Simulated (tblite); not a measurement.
C₅H₁₂OSSi₂.
Atom-mapped SMILES: `[CH2:1]=[CH:2][SiH2:3][S:4][Si:5]([CH3:6])([CH3:7])[CH:8]=[O:9]` (hydrogens: H10, H11 on C1; H12 on C2; H13, H14 on Si3; H15, H16, H17 on C6; H18, H19, H20 on C7; H21 on C8)

Computed with GFN2-xTB (tblite), gas phase: L-BFGS steps from a force-field or distance-geometry start until the largest atomic force falls under 0.01 eV/Å.

The end geometry, which sets the zero of energy:
```
atom  x, y, z in Å
C1      2.6313   -0.4769    1.0199
C2      2.4756    0.8289    0.8691
Si3     1.7819    1.6553   -0.6711
S4      0.4588    0.2987   -1.7623
Si5    -1.0888   -0.2901   -0.4123
C6     -0.8181   -2.0169    0.3477
C7     -2.7877   -0.1590   -1.2544
C8     -1.0551    0.9478    1.0590
O9     -0.1548    1.7267    1.2520
H10     3.0469   -0.9156    1.9152
H11     2.3512   -1.1714    0.2428
H12     2.7729    1.4880    1.6738
H13     2.8334    1.7511   -1.6878
H14     1.1421    2.9511   -0.5120
H15    -0.0045   -2.0164    1.0681
H16    -0.5712   -2.7355   -0.4283
H17    -1.7123   -2.3693    0.8538
H18    -3.5896   -0.4360   -0.5762
H19    -2.8326   -0.8243   -2.1106
H20    -2.9825    0.8470   -1.6153
H21    -1.9058    0.9338    1.7700
```

Question: These geometries come from the run, each turned onto the end geometry. Order them by energy, lowest first.
A.
```
atom  x, y, z in Å
C1      2.8436    0.4388    1.4366
C2      2.5125    1.4541    0.6519
Si3     1.6036    1.3165   -0.9862
S4      0.8487   -0.6989   -1.3026
Si5    -1.0309   -0.7085   -0.2647
C6     -1.5705   -2.5063    0.0014
C7     -2.3114    0.3797   -1.1589
C8     -0.7154    0.1500    1.4275
O9     -0.2119    1.2446    1.4970
H10     3.3748    0.5678    2.3679
H11     2.5709   -0.5786    1.1915
H12     2.7948    2.4600    0.9425
H13     2.5237    1.4149   -2.1195
H14     0.5155    2.2780   -1.1241
H15    -0.8427   -3.0654    0.5826
H16    -1.6880   -3.0207   -0.9472
H17    -2.5213   -2.5510    0.5236
H18    -3.3234    0.1814   -0.8169
H19    -2.2755    0.1986   -2.2288
H20    -2.1011    1.4342   -0.9960
H21    -1.0049   -0.3725    2.3635
```
B.
```
atom  x, y, z in Å
C1      2.6357   -0.4201    1.0546
C2      2.4982    0.8811    0.8553
Si3     1.7697    1.6643   -0.6910
S4      0.4889    0.2422   -1.7502
Si5    -1.0713   -0.3232   -0.4094
C6     -0.8834   -2.0676    0.3373
C7     -2.7610   -0.1280   -1.2592
C8     -1.0052    0.8910    1.0809
O9     -0.1249    1.6979    1.2475
H10     3.0758   -0.8254    1.9535
H11     2.3180   -1.1428    0.3182
H12     2.8339    1.5660    1.6235
H13     2.8090    1.7734   -1.7188
H14     1.0868    2.9413   -0.5600
H15    -0.0900   -2.1095    1.0791
H16    -0.6470   -2.7925   -0.4360
H17    -1.8065   -2.3846    0.8146
H18    -3.5739   -0.4367   -0.6087
H19    -2.7968   -0.7435   -2.1529
H20    -2.9425    0.8983   -1.5651
H21    -1.8225    0.8352    1.8278
```
C.
```
atom  x, y, z in Å
C1      2.8329   -0.0978    1.2394
C2      2.6389    1.1352    0.7992
Si3     1.7023    1.5785   -0.7685
S4      0.6742   -0.1771   -1.5702
Si5    -1.0671   -0.4873   -0.3703
C6     -1.1935   -2.2925    0.2159
C7     -2.6525    0.0724   -1.2691
C8     -0.9252    0.6198    1.1953
O9     -0.0973    1.4850    1.3372
H10     3.3897   -0.3160    2.1374
H11     2.4397   -0.9523    0.7102
H12     3.0562    1.9648    1.3559
H13     2.6645    1.7717   -1.8567
H14     0.7855    2.7056   -0.7294
H15    -0.3974   -2.5477    0.9084
H16    -1.1194   -2.9716   -0.6272
H17    -2.1414   -2.4769    0.7132
H18    -3.5446   -0.1663   -0.6966
H19    -2.7308   -0.4294   -2.2291
H20    -2.6538    1.1436   -1.4549
H21    -1.6696    0.4553    2.0010
```
D.
```
atom  x, y, z in Å
C1      3.0864    0.2767    1.3267
C2      2.6289    1.3738    0.7439
Si3     1.5994    1.4033   -0.8267
S4      0.8204   -0.5832   -1.2984
Si5    -1.0698   -0.6589   -0.3041
C6     -1.5521   -2.4516    0.0781
C7     -2.4416    0.2665   -1.2514
C8     -0.8403    0.3189    1.3401
O9     -0.0687    1.2404    1.4436
H10     3.6823    0.3011    2.2266
H11     2.8757   -0.7025    0.9258
H12     2.8620    2.3345    1.1846
H13     2.4754    1.5871   -1.9865
H14     0.5107    2.3682   -0.8792
H15    -0.7762   -2.9666    0.6351
H16    -1.7118   -3.0038   -0.8416
H17    -2.4708   -2.4966    0.6547
H18    -3.3804    0.2575   -0.7040
H19    -2.6158   -0.1905   -2.2217
H20    -2.1668    1.3042   -1.4241
H21    -1.4559    0.0383    2.2195
```
E.
```
atom  x, y, z in Å
C1      3.1881    0.5280    1.3120
C2      2.3520    1.3841    0.7426
Si3     1.6679    1.2122   -1.0019
S4      0.7783   -0.7545   -1.2661
Si5    -1.1256   -0.6677   -0.2336
C6     -1.6966   -2.4576    0.0270
C7     -2.3924    0.3976   -1.1672
C8     -0.7213    0.1690    1.4508
O9     -0.7083    1.3651    1.6054
H10     3.5601    0.6658    2.3162
H11     3.5374   -0.3522    0.7971
H12     2.0341    2.2487    1.3107
H13     2.7068    1.1904   -2.0224
H14     0.6363    2.2035   -1.2788
H15    -0.9770   -3.0197    0.6144
H16    -1.8051   -2.9641   -0.9268
H17    -2.6548   -2.4993    0.5363
H18    -3.3799    0.3116   -0.7221
H19    -2.4693    0.0949   -2.2079
H20    -2.1108    1.4466   -1.1432
H21    -0.4286   -0.4856    2.2984
```

Answer: B (0.002 eV), C (0.012 eV), D (0.024 eV), A (0.050 eV), E (0.095 eV).

In the order of the answer:

```json
{"step": "268", "E above end (eV)": "0.002", "largest force (eV/Å)": "0.04", "rms force component (eV/Å)": "0.011", "rms distance from end (Å)": "0.082", "rms bond change (Å)": "0.001", "bond most changed (Å)": "S4–Si5 -0.003"}
{"step": "244", "E above end (eV)": "0.012", "largest force (eV/Å)": "0.04", "rms force component (eV/Å)": "0.013", "rms distance from end (Å)": "0.471", "rms bond change (Å)": "0.002", "bond most changed (Å)": "Si5–C7 +0.006"}
{"step": "192", "E above end (eV)": "0.024", "largest force (eV/Å)": "0.03", "rms force component (eV/Å)": "0.009", "rms distance from end (Å)": "0.887", "rms bond change (Å)": "0.003", "bond most changed (Å)": "Si5–C6 -0.011"}
{"step": "131", "E above end (eV)": "0.050", "largest force (eV/Å)": "0.09", "rms force component (eV/Å)": "0.027", "rms distance from end (Å)": "1.059", "rms bond change (Å)": "0.005", "bond most changed (Å)": "Si3–S4 -0.011"}
{"step": "70", "E above end (eV)": "0.095", "largest force (eV/Å)": "0.06", "rms force component (eV/Å)": "0.015", "rms distance from end (Å)": "1.144", "rms bond change (Å)": "0.008", "bond most changed (Å)": "S4–Si5 +0.031"}
```

The cost below is that of the whole relaxation. The run took 12 s on one thread of an Intel Xeon at 2.50 GHz, shared host.
